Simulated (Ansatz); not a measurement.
Ideal-gas functions of `FCO[SiH2]Cl` at 298.15 K and 1 bar, from an Ansatz frequency run at PBE0-D4/def2-TZVP.

Molar mass 114.58 g/mol, point group C1 (symmetry number 1), electronic degeneracy 1, moments of inertia 92.066, 284.336, 324.661 u Å². Harmonic wavenumbers (cm⁻¹, unscaled): 42, 96, 145, 316, 529, 546, 644, 739, 781, 889, 963, 1062, 1169, 1217, 1290, 1451, 1531, 2277, 2292, 3053, 3124.

Use S(trans) = R[1.5 ln M + 2.5 ln T − 1.1517]; rotational temperatures θ = 24.2544 K / I; S(rot) = R[ln(√π/σ · √(T³/θAθBθC)) + 1.5]; for each mode x = 1.438777 ν̃/T, S = R[x/(eˣ − 1) − ln(1 − e⁻ˣ)] and H = RT x/(eˣ − 1); 1 cm⁻¹ = 0.0119627 kJ/mol; R = 8.31446 J/(mol·K).

Task: By hand: the entropy, in J/(mol·K).

Result: Translation 168.0. Rotation: θ = 0.2634, 0.0853, 0.0747 K, giving 114.9. Vibration, mode by mode: 21.60, 14.79, 11.45, 5.57, 2.47, 2.31, 1.59, 1.10, 0.93, 0.61, 0.45, 0.30, 0.20, 0.16, 0.12, 0.06, 0.04, 0.00, 0.00, 0.00, 0.00, in all 63.8. Electronic 0.0. Sum 346.7 J/(mol·K).

Task: By hand: H − E and G − E in kJ/mol, counted from the electronic energy.

Result: Zero-point energy ½ × 24156 × 0.0119627 = 144.5; thermal vibration 9.3; translation, rotation and pV give 4 RT = 9.9. H − E = 163.7 kJ/mol, and G − E = 163.7 − 298.15 × 346.7/1000 = 60.3 kJ/mol.

Vibration gives 18 % of the entropy, 47.8 J/(mol·K) of it from the modes under 150 cm⁻¹: soft modes count most, and the harmonic formula is weakest for them. The sum counts one conformer and one mirror image; others add a mixing term.
